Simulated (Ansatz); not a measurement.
C3H7FSn, SMILES `[F][SnH]1[CH2]C[CH2]1`, relaxed with RKS PBE0-D4/def2-TZVP in the Gaussian-basis code of Ansatz from a PBE-D4/def2-SVP geometry. The force threshold is 0.005 eV/Å; the program also tests the step.

Total charge 0; spin multiplicity 1. Sn takes the def2 core potential.

Start:

```xyz
12

F    -2.862    0.058    0.962
Sn   -1.412    0.463   -0.316
C     0.476    0.974    0.695
C     1.153   -0.206   -0.056
C     0.033   -1.190   -0.493
H    -2.233    1.327   -1.583
H     0.327    0.775    1.776
H     0.948    1.969    0.574
H     1.936   -0.704    0.559
H     1.669    0.184   -0.959
H     0.192   -1.721   -1.451
H    -0.227   -1.931    0.290
```

| step | energy (eV) | largest force (eV/Å) | largest move (Å) |
| --- | --- | --- | --- |
| 1 | -11769.6611 | 0.593 | 0.000 |
| 2 | -11769.7380 | 0.256 | 0.078 |
| 3 | -11769.7447 | 0.071 | 0.018 |
| 4 | -11769.7452 | 0.018 | 0.007 |
| 5 | -11769.7453 | 0.004 | 0.002 |

End:

```xyz
12

F    -2.811    0.060    0.940
Sn   -1.384    0.452   -0.307
C     0.458    0.968    0.688
C     1.140   -0.204   -0.054
C     0.019   -1.175   -0.488
H    -2.186    1.300   -1.553
H     0.329    0.770    1.754
H     0.923    1.944    0.563
H     1.908   -0.694    0.552
H     1.644    0.182   -0.945
H     0.178   -1.692   -1.433
H    -0.220   -1.911    0.282
```

It took 23 s on 4 threads of an Arm Neoverse V2 on a shared host, with 0.63 GiB of host memory at the peak.
